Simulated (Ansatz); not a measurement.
A run for Ansatz (a first-principles code): R-BLYP/def2-TZVPP on FH3O3Si (SMILES O[Si](O)(O)F).

Ansatz 0.2 input:
```yaml
crystal:
  periodic: [false, false, false]
  atoms:
    - {symbol: F, position_ang: [-1.19712990, 0.80902845, 0.90457560]}
    - {symbol: Si, position_ang: [-0.07319907, 0.04946955, 0.05530545]}
    - {symbol: O, position_ang: [-0.71299047, -1.29814960, -0.58453689]}
    - {symbol: O, position_ang: [0.44845609, 1.02931710, -1.12901106]}
    - {symbol: O, position_ang: [1.16108506, -0.33702590, 1.03611548]}
    - {symbol: H, position_ang: [-1.46402962, -1.22364585, -1.17794682]}
    - {symbol: H, position_ang: [0.84068376, 1.87469759, -0.89827929]}
    - {symbol: H, position_ang: [0.99722414, -0.90359133, 1.79367754]}
basis:
  gaussian:
    orbitals: def2-TZVPP
hamiltonian:
  xc: {name: BLYP}
scf: {lower_state_search: off}
```

It printed:

```
WARN ansatz: RAYON_NUM_THREADS=4 ignored (pool sized by the plan → 4); use --threads N
Functional definition: BLYP
these checks for a lower state are left out or cut short: stability, starts, cluster_reference, orbital_swaps, neighbouring_geometries, increment
integrals: 0.12 GiB planned
1074 factors; their error is unknown
mean field: 0.86 GiB planned
mean field evaluation 1: about -16775.3528 eV, gradient 1.1e2 eV
mean field evaluation 2: about -16714.3523 eV, gradient 2.1e2 eV
mean field evaluation 4: about -16793.5653 eV, gradient 1.9e1 eV
mean field evaluation 8: about -16794.0256 eV, gradient 2.3e-1 eV
mean field evaluation 16: about -16794.0256 eV, gradient 1.9e-5 eV
mean field -16794.02561967 eV, -617.1690581236 hartree, gradient 1.1e-6 eV, S^2 0.000000; 0 other end points of the search recorded, 0 dependent functions left out
reference -16794.02592546 eV, -617.1690693612 hartree; 25, 25 occupied and 183, 183 virtual orbitals, 1074 factors
Total energy: -16794.02592546 eV, -617.1690693612 hartree
Checks for a lower state left out: stability, starts, cluster_reference, orbital_swaps, neighbouring_geometries, increment
```

The run converged.

Cost: around 1.4 core-seconds (rough).
